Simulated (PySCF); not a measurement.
CH11NOSi3, SMILES O[SiH2]C[SiH2]N[SiH3].

Geometry optimised at TPSSh-D3(BJ)/def2-SVP. This is a generated structure with no PubChem entry under its InChIKey; it may be hypothetical. Other conformers were not sampled.

Two levels are set side by side: TDA-PBE/def2-SVPD (PySCF) and TDA-CAM-B3LYP/def2-SVPD (PySCF). Vertical, same geometry. The lowest singlet is HOMO→LUMO 99 % with PBE and HOMO→LUMO 89 % with the other functional; states are paired by order. Differences are taken from unrounded values.

```
quantity                              TDA-CAM-B3LYP
------------------------------------  -------------
lowest singlet excitation (eV)                 6.47
lowest triplet excitation (TDA) (eV)           6.12
```

**Question.** What does TDA-PBE give, and how far is it from TDA-CAM-B3LYP? (An estimate is asked for; the answer gives what the named calculation found.)

**Answer.** 
| quantity | TDA-PBE | TDA-PBE minus TDA-CAM-B3LYP |
|---|---|---|
| lowest singlet excitation (eV) | 5.51 | -0.96 |
| lowest triplet excitation (TDA) (eV) | 5.27 | -0.84 |

Functionals without exact exchange tend to place singlet excitations lower, as here. Differences between two approximate levels are no errors against the true value.

Rough cost on one machine, each run with all the roots and properties that it gave: TDA-CAM-B3LYP against TDA-PBE about 7 times.
